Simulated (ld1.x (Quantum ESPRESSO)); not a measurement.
**Building the PAW potential for Zn (PBE, scalar-relativistic).**

The input file (ld1.x (Quantum ESPRESSO) 7.5):

```
&input
   title='Zn', zed=30., rel=1, dft='PBE', iswitch=3,
   config='[Ar] 3d10 4s1.5 4p0',
   nld=3, rlderiv=2.50, eminld=-8.0, emaxld=5.0, deld=0.04
 /
 &inputp
   pseudotype=3, lpaw=.true., tm=.true., lloc=-1, rcloc=1.50,
   nlcc=.true., new_core_ps=.true., rcore=0.55,
   which_augfun='BESSEL', rmatch_augfun=0.85,
   file_pseudopw='Zn.UPF', file_wfcaegen='ae.wfc', file_wfcncgen='nc.wfc', file_beta='beta', file_chi='chi', file_wfcusgen='us.wfc'
 /
6
4S  1  0   1.50   0.00  1.90  2.30  0.0
4S  1  0   0.00  -0.35  1.90  2.30  0.0
3P  2  1   6.00   0.00  1.15  1.30  0.0
4P  3  1   0.00   0.00  1.15  1.30  0.0
3D  3  2  10.00   0.00  1.05  1.15  0.0
3D  3  2   0.00  -0.30  1.05  1.15  0.0
 &test
   configts(1)='3p6 3d10 4s1.5 4p0'
 /
```

Command:

```bash
ld1.x < Zn.in > Zn.out
```

The program printed (shortened: banner, matrices, multipoles, cross overlaps and the repeated all-electron block are left out):

```
Program LD1 v.7.5
     --------------------------- All-electron run ----------------------------

     Zn
     scalar relativistic calculation

     atomic number is 30.00
     dft =PBE   lsd =0 sic =0 latt =0  beta=0.20 tr2=1.0E-14
     Exchange-correlation= PBE
                           (   1   4   3   4   0   0   0)
     mesh =1201 r(mesh) =  99.36527 a.u. xmin = -7.00 dx = 0.01250
     1 Ry =  13.60569312 eV, c = 137.03599908

     n l     nl                  e(Ry)          e(Ha)          e(eV)
     1 0     1S 1( 2.00)      -700.4692      -350.2346     -9530.3695
     2 0     2S 1( 2.00)       -85.4697       -42.7349     -1162.8748
     2 1     2P 1( 6.00)       -74.1291       -37.0646     -1008.5784
     3 0     3S 1( 2.00)        -9.8376        -4.9188      -133.8479
     3 1     3P 1( 6.00)        -6.4697        -3.2349       -88.0253
     3 2     3D 1(10.00)        -1.0833        -0.5417       -14.7395
     4 0     4S 1( 1.50)        -0.7232        -0.3616        -9.8401
     4 1     4P 1( 0.00)        -0.3118        -0.1559        -4.2422

     final scf error:  4.9E-15 reached in  28 iterations

     Etot =   -3591.751244 Ry,   -1795.875622 Ha,  -48868.265197 eV

     Ekin =    3648.953685 Ry,    1824.476842 Ha,   49646.544053 eV
     Encl =   -8645.375926 Ry,   -4322.687963 Ha, -117626.331776 eV
     Eh   =    1547.494776 Ry,     773.747388 Ha,   21054.739038 eV
     Exc  =    -142.823779 Ry,     -71.411890 Ha,   -1943.216512 eV

     normalization and overlap integrals

     s(1S/1S) =  1.000000  <r> =   0.0503  <r2> =    0.0034  r(max) =   0.0329
     s(2S/2S) =  1.000000  <r> =   0.2262  <r2> =    0.0604  r(max) =   0.1894
     s(2P/2P) =  1.000000  <r> =   0.1983  <r2> =    0.0482  r(max) =   0.1513
     s(3S/3S) =  1.000000  <r> =   0.6811  <r2> =    0.5363  r(max) =   0.5908
     s(3P/3P) =  1.000000  <r> =   0.7135  <r2> =    0.6018  r(max) =   0.5908
     s(3D/3D) =  1.000000  <r> =   0.9046  <r2> =    1.1050  r(max) =   0.5691
     s(4S/4S) =  1.000000  <r> =   2.5138  <r2> =    7.3450  r(max) =   2.0366
     s(4P/4P) =  1.000000  <r> =   3.5369  <r2> =   14.8208  r(max) =   2.7492

     ------------------------ End of All-electron run ------------------------

     --------------------- Generating PAW atomic setup --------------------

      Generating local potential from pseudized AE potential:
      Matching radius rcloc =   1.5000

      Local pseudo, rcloc= 1.490 Estimated cut-off energy=    10.96 Ry

      Computing core charge for nlcc:

       r > 0.56 : true rho core
      Core charge pseudized with two Bessel functions
      Integrated core pseudo-charge :   2.97
      Wfc-us  4S rcutus= 2.279  Estimated cut-off energy=     8.83 Ry
      Wfc-us  4S rcutus= 2.279  Estimated cut-off energy=     9.56 Ry
      Wfc-us  3P rcutus= 1.315  Estimated cut-off energy=    49.52 Ry
      Wfc-us  4P rcutus= 1.315  Estimated cut-off energy=    93.83 Ry
      Wfc-us  3D rcutus= 1.160  Estimated cut-off energy=    85.93 Ry
      Wfc-us  3D rcutus= 1.160  Estimated cut-off energy=    92.23 Ry

     Required augmentation: BESSEL   radius:    0.850000
     Suggested rho cutoff for augmentation: 134.34 Ry

     Estimated PAW energy = -451.743149 Ryd

     ------------------- End of pseudopotential generation -------------------

     Computing logarithmic derivative in   2.50321
     Computing logarithmic derivative in   2.50321
     Computing the partial wave expansion
     R is outside the sphere for l=    0 j= 0.00
     R is outside the sphere for l=    0 j= 0.00
     R is outside the sphere for l=    1 j= 0.00
     R is outside the sphere for l=    1 j= 0.00
     R is outside the sphere for l=    2 j= 0.00
     R is outside the sphere for l=    2 j= 0.00

     ---------------------- Testing the pseudopotential ----------------------

     Zn
     scalar relativistic calculation

     atomic number is 30.00   valence charge is 18.00
     dft = SLA  PW   PBX  PBC   lsd =0 sic =0 latt =0  beta=0.20 tr2=1.0E-14
     mesh =1201 r(mesh) =  99.36527 xmin = -7.00 dx = 0.01250

     n l     nl             e AE (Ry)        e PS (Ry)    De AE-PS (Ry)
     2 1     3P   1( 6.00)       -6.46974       -6.46974        0.00000
     3 2     3D   1(10.00)       -1.08333       -1.08334        0.00001
     1 0     4S   1( 1.50)       -0.72323       -0.72324        0.00000
     3 1     4P   1( 0.00)       -0.31180       -0.31180       -0.00000

     eps = 9.1E-16  iter =  6

     Etot =   -3591.751244 Ry,   -1795.875622 Ha,  -48868.265197 eV
     Etotps =  -451.743131 Ry,    -225.871565 Ha,   -6146.278408 eV

     Ekin =     426.492640 Ry,     213.246320 Ha,    5802.727983 eV
     Encl =   -1045.640676 Ry,    -522.820338 Ha,  -14226.666152 eV
     Ehrt =     310.228676 Ry,     155.114338 Ha,    4220.876162 eV
     Ecxc =    -142.823771 Ry,     -71.411886 Ha,   -1943.216401 eV
     (Ecc =      -5.310560 Ry,      -2.655280 Ha,     -72.253856 eV)

     ---------------------- End of pseudopotential test ----------------------
```

Generation and configuration tests took about 3.5 s on one core of a shared server CPU.

Transferability test of the new file with ld1.x, input:

```
&input
   title='Zn', zed=30., rel=1, dft='PBE', iswitch=2,
   config='[Ar] 3d10 4s1.5 4p0'
 /
 &test
   file_pseudo='Zn.UPF', nconf=8,
   configts(1)='3p6 3d10 4s1.5 4p0',
   configts(2)='3p6 3d10 4s2 4p0',
   configts(3)='3p6 3d10 4s1 4p0',
   configts(4)='3p6 3d10 4s0 4p0',
   configts(5)='3p6 3d9 4s2 4p0',
   configts(6)='3p6 3d10 4s0 4p2',
   configts(7)='3p6 3d10 4s1 4p1',
   configts(8)='3p5 3d10 4s2 4p0'
 /
```

```bash
ld1.x < Zn.test.in > Zn.test.out
```

Pseudopotential blocks of its output, shortened (energy terms left out; the distinct warnings before each block abridged to one line each):

```
     ---------------------- Testing the pseudopotential ----------------------

     n l     nl             e AE (Ry)        e PS (Ry)    De AE-PS (Ry)
     2 1     3P   1( 6.00)       -6.46974       -6.46974        0.00000
     3 2     3D   1(10.00)       -1.08333       -1.08334        0.00001
     1 0     4S   1( 1.50)       -0.72323       -0.72324        0.00000
     3 1     4P   1( 0.00)       -0.31180       -0.31180       -0.00000

     eps = 9.0E-16  iter =  6

     Etot =   -3591.751244 Ry,   -1795.875622 Ha,  -48868.265197 eV
     Etotps =  -451.743131 Ry,    -225.871565 Ha,   -6146.278408 eV

     ---------------------- End of pseudopotential test ----------------------

          ---------------------- Testing the pseudopotential ----------------------

     n l     nl             e AE (Ry)        e PS (Ry)    De AE-PS (Ry)
     2 1     3P   1( 6.00)       -6.12995       -6.12771       -0.00223
     3 2     3D   1(10.00)       -0.74529       -0.74360       -0.00169
     1 0     4S   1( 2.00)       -0.43941       -0.44001        0.00060
     3 1     4P   1( 0.00)       -0.08200       -0.08182       -0.00018

     eps = 8.6E-15  iter = 18

     Etot =   -3592.040867 Ry,   -1796.020433 Ha,  -48872.205716 eV
     Etotps =  -452.032944 Ry,    -226.016472 Ha,   -6150.221522 eV
     dEtot_ae =      -0.289623 Ry
     dEtot_ps =      -0.289814 Ry,   Delta E=       0.000191 Ry

     ---------------------- End of pseudopotential test ----------------------

          ---------------------- Testing the pseudopotential ----------------------

     n l     nl             e AE (Ry)        e PS (Ry)    De AE-PS (Ry)
     2 1     3P   1( 6.00)       -6.84159       -6.84330        0.00171
     3 2     3D   1(10.00)       -1.45234       -1.45361        0.00127
     1 0     4S   1( 1.00)       -1.02881       -1.02778       -0.00102
     3 1     4P   1( 0.00)       -0.57164       -0.57163       -0.00001

     eps = 2.1E-16  iter = 20

     Etot =   -3591.314101 Ry,   -1795.657050 Ha,  -48862.317563 eV
     Etotps =  -451.306198 Ry,    -225.653099 Ha,   -6140.333640 eV
     dEtot_ae =       0.437143 Ry
     dEtot_ps =       0.436932 Ry,   Delta E=       0.000211 Ry

     ---------------------- End of pseudopotential test ----------------------

          Warning: n=2, l=1 expected 0 nodes, found 1
     ---------------------- Testing the pseudopotential ----------------------

     n l     nl             e AE (Ry)        e PS (Ry)    De AE-PS (Ry)
     2 1     3P   1( 6.00)       -7.66650       -7.66923        0.00273
     3 2     3D   1(10.00)       -2.26787       -2.27002        0.00215
     1 0     4S   1( 0.00)       -1.69262       -1.68860       -0.00402
     3 1     4P   1( 0.00)       -1.15083       -1.15018       -0.00065

     eps = 8.0E-15  iter = 44

     Etot =   -3589.958585 Ry,   -1794.979293 Ha,  -48843.874834 eV
     Etotps =  -449.952983 Ry,    -224.976491 Ha,   -6121.922202 eV
     dEtot_ae =       1.792659 Ry
     dEtot_ps =       1.790148 Ry,   Delta E=       0.002511 Ry

     ---------------------- End of pseudopotential test ----------------------

          BEWARE! Errors in PS-KS equations
     Warning: n=1, l=0 expected 0 nodes, found 2
     Warning: n=3, l=1 expected 1 nodes, found 4
     Warning: n=3, l=2 expected 0 nodes, found 1
     ---------------------- Testing the pseudopotential ----------------------

     n l     nl             e AE (Ry)        e PS (Ry)    De AE-PS (Ry)
     2 1     3P   1( 6.00)       -7.37658       -6.91275       -0.46383  !
     3 2     3D   1( 9.00)       -1.93404       -0.05295       -1.88108  !
     1 0     4S   1( 2.00)       -1.16804       -0.13775       -1.03029  !
     3 1     4P   1( 0.00)       -0.65977       -0.65977        0.00000

     eps = 1.8E-17  iter = 24

     Etot =   -3590.725187 Ry,   -1795.362593 Ha,  -48854.304978 eV
     Etotps =  -141.069842 Ry,     -70.534921 Ha,   -1919.352979 eV
     dEtot_ae =       1.026057 Ry
     dEtot_ps =     310.673289 Ry,   Delta E=    -309.647232 Ry

     ---------------------- End of pseudopotential test ----------------------

          ---------------------- Testing the pseudopotential ----------------------

     n l     nl             e AE (Ry)        e PS (Ry)    De AE-PS (Ry)
     2 1     3P   1( 6.00)       -6.43349       -6.43650        0.00300
     3 2     3D   1(10.00)       -1.04121       -1.04362        0.00241
     1 0     4S   1( 0.00)       -0.62419       -0.62164       -0.00255
     3 1     4P   1( 2.00)       -0.21038       -0.21028       -0.00009

     eps = 6.7E-15  iter = 38

     Etot =   -3591.264871 Ry,   -1795.632436 Ha,  -48861.647761 eV
     Etotps =  -451.258733 Ry,    -225.629367 Ha,   -6139.687842 eV
     dEtot_ae =       0.486373 Ry
     dEtot_ps =       0.484398 Ry,   Delta E=       0.001975 Ry

     ---------------------- End of pseudopotential test ----------------------

          ---------------------- Testing the pseudopotential ----------------------

     n l     nl             e AE (Ry)        e PS (Ry)    De AE-PS (Ry)
     2 1     3P   1( 6.00)       -6.29548       -6.29735        0.00186
     3 2     3D   1(10.00)       -0.90727       -0.90871        0.00144
     1 0     4S   1( 1.00)       -0.54398       -0.54309       -0.00089
     3 1     4P   1( 1.00)       -0.15440       -0.15443        0.00003

     eps = 7.3E-15  iter = 14

     Etot =   -3591.667036 Ry,   -1795.833518 Ha,  -48867.119490 eV
     Etotps =  -451.659194 Ry,    -225.829597 Ha,   -6145.136391 eV
     dEtot_ae =       0.084208 Ry
     dEtot_ps =       0.083937 Ry,   Delta E=       0.000271 Ry

     ---------------------- End of pseudopotential test ----------------------
```

The test run then stopped with an error in new_paw_hamiltonian: “negative rho”.
